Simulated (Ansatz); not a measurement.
**How methods differ on SnH2O2 (SMILES [OH][Sn][OH])**

SnH2O2 has 5 atoms, charge 0, and is taken as a singlet. SMILES: `[OH][Sn][OH]`. Geometry: optimised at wB97X-V/def2-SVP. This is one conformer, not always the lowest.

```xyz
5

O    -0.9769    0.1793   -0.6123
Sn   -0.1558   -0.9566    0.8120
O     1.5658    0.0052    0.6357
H    -1.8987    0.0009   -0.8363
H     1.5154    0.6974   -0.0405
```

Quantity: the adiabatic ionisation energy (to the doublet cation, shapes relaxed at wB97X-V/def2-SVP, no zero-point term), in eV. The values are calculated.

```tsv
level	kind	program	value (eV)	CPU time (all runs)
HF/def2-TZVPP (core potential)	Hartree–Fock	Ansatz	8.72	11 s
PBE/def2-TZVPP (core potential)	GGA	Ansatz	9.36	6.6 s
r2SCAN/def2-TZVPP (core potential)	meta-GGA	Ansatz	9.44	7.2 s
B3LYP/def2-TZVPP (core potential)	global hybrid	Ansatz	9.60	6 s
wB97M-V/def2-TZVPP (core potential)	range-separated hybrid	Ansatz	9.62	16 s
MP2/def2-TZVPP (core potential)	perturbation theory	Ansatz	9.76	20 s
```

Spin-orbit coupling, which can split open shells on such heavy atoms by tenths of an eV, is left out. The values span 8.72 to 9.76 eV. In the correlated wave-function rows the outer d shell of Sn is correlated, in sets not made for it. CPU times are rough (shared hosts, several kinds of processor): they show what a rung costs within a factor of a few.
